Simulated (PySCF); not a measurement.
Sb2, SMILES [Sb]#[Sb].

The structure is a stationary point at B3LYP-D3(BJ)/def2-TZVP. The def2 effective core potentials stand for the cores of Sb; spin–orbit coupling is left out.

Level of theory: PySCF with B3LYP-D3(BJ)/def2-TZVP.

Frequencies are harmonic and unscaled.

```csv
mode,ν (cm⁻¹),IR (km/mol),moving atoms (share of kinetic energy)
1,285,0.0,Sb 100 %
```
